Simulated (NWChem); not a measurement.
System: C4H4F2; SMILES CC(F)=C=CF

Program: NWChem. All runs use the structure optimised with PBE0/def2-SVP.

### Question
Predict the results for PBE0/def2-SVP. Quantities: highest occupied level (eV); orbital gap (eV); dipole (D).

### Answer
The highest occupied level (eV) is -7.60 and the orbital gap (eV) is 7.50. The dipole (D) is 2.10.
